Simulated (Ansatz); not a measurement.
Correlation energies of `C[O][Al]([CH3])[Cl]` by basis set

Z-matrix (Å, degrees):
```
C
O 1 1.399
H 1 1.095 2 109.9
H 1 1.096 2 112.4 3 -120.6
H 1 1.095 2 109.9 3 118.7
Al 2 1.678 1 135.5 3 120.8
Cl 6 2.105 2 117.2 1 -0.1
C 6 1.930 2 121.3 1 179.9
H 8 1.093 6 110.8 2 121.9
H 8 1.094 6 110.8 2 -119.6
H 8 1.092 6 111.4 2 1.1
```

Charge 0, multiplicity 1. The structure was optimised at the PBE0-D4/def2-TZVP level. It is one conformer, not always the lowest. Frozen core, restricted reference, Ansatz 0.2.0. CBS rows extrapolate triple and quadruple zeta; past MP2 they add the triple-zeta difference.

| basis | HF (Eh) | MP2 corr. | CCSD corr. | (T) | CCSD(T) total |
| --- | --- | --- | --- | --- | --- |
| def2-SVP | ? | -0.66142 | ? | -0.01701 | ? |
| def2-TZVPP | -855.73079 | -0.85155 | -0.89939 | -0.03419 | -856.66437 |
| def2-QZVPP | -855.75830 | -0.91907 | – | – | – |
| CBS(def2) | ? | -0.96908 | ? | as TZ | ? |

(1) Fill in the withheld values. (An estimate is asked.)

Answers

(1) The calculation gave: def2-SVP HF (Eh): -855.30583; def2-SVP CCSD corr.: -0.71341; def2-SVP CCSD(T) total: -856.03625; CBS(def2) HF (Eh): -855.76209; CBS(def2) CCSD corr.: -1.01692; CBS(def2) CCSD(T) total: -856.81320.
